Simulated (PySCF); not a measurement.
Dipole moment and polarisability of `C=C[P@@H](=O)/C=C\C`

Compound: C5H9OP.
Geometry (PBE0-D3(BJ)/def2-SVP, Å), atoms numbered from 1 in this order:
```
atom  x, y, z in Å
C1     2.8802   -0.2130   -0.5167
C2     1.5596   -0.3969   -0.4847
P3     0.6934   -0.0932    1.0729
O4     1.5949    0.3717    2.1723
C5    -0.6454    1.0599    0.6866
C6    -1.7850    0.8105    0.0292
C7    -2.2170   -0.4838   -0.5733
H8     3.4030    0.1055    0.3921
H9     3.4675   -0.3691   -1.4268
H10    0.9910   -0.7102   -1.3685
H11    0.0139   -1.3308    1.3016
H12   -0.4452    2.0661    1.0719
H13   -2.4879    1.6446   -0.0969
H14   -3.2157   -0.7700   -0.2055
H15   -1.5255   -1.3122   -0.3671
H16   -2.3079   -0.3825   -1.6680
```

Level: wB97X-D/def2-SVPD (PySCF), static field, nuclei fixed, core orbitals frozen in the response. The polarisability tensor in these axes (au):

```
x   115.47   0.51   5.90
y     0.51  71.70   5.24
z     5.90   5.24  79.10
```

Q: What are the eigenvalues, a third of the trace, and Δα (Δα² = ½Σ(αi − αj)² over the three pairs)?

A: Principal values 68.87, 80.96 and 116.44 au; mean 88.76 au = 13.15 Å³ = 14.63 × 10⁻⁴⁰ C²·m²/J; Δα = 42.83 au (48 % of the mean).

Q: What is the dipole moment, and where does it point?

A: (-2.81, -0.95, -3.98) D, 4.97 D in size, pointing from the negative to the positive side. Measured along this direction, the outermost atoms are O4 at the negative end and H16 at the positive end.

Q: In TDDFT the mean static polarisability is Σ f/ω² over all singlet excitations (ω in hartree). How much of it do the 10 lowest give? Their energies (eV) and oscillator strengths: 5.91, 0.0074; 6.08, 0.0093; 6.65, 0.0366; 6.69, 0.3768; 6.77, 0.0953; 7.20, 0.0732; 7.29, 0.0160; 7.36, 0.0541; 7.44, 0.0368; 7.66, 0.1610.

A: They add up to 13.27 au, 14.9 % of the 88.76 au; the largest single term is 6.24 au, from the state at 6.69 eV. Terms in order: 0.16, 0.19, 0.61, 6.24, 1.54, 1.05, 0.22, 0.74, 0.49, 2.03 au. Higher excitations give the rest. The strengths listed sum to 0.867.

Q: Traceless (Buckingham) quadrupole moment about the centre of nuclear charge: eigenvalues?

A: -11.54, 1.22, 10.32 D·Å. The values depend on the origin, since the dipole doesn't vanish. The electronic extent ⟨r²⟩ about the same centre is 1089 bohr², a root-mean-square distance of 2.22 Å for the 62 electrons.

Q: Give the principal axes and the span of the nuclei along them.

A: Largest value along (0.99, 0.03, 0.16), where the nuclei span 6.65 Å; middle along (-0.15, 0.48, 0.86), 3.93 Å; least along (0.05, 0.88, -0.48), 3.15 Å. The response follows the extents in order.

Q: What depolarisation ratio follows for Rayleigh scattering of linearly polarised light, taking the static tensor?

A: ρ = 3Δα²/(45ᾱ² + 4Δα²) = 5502.0/(354512 + 7335.9) = 0.0152.

One conformer (not necessarily the lowest) at the PBE0-D3(BJ)/def2-SVP geometry, without solvent, vibrations or thermal averaging.
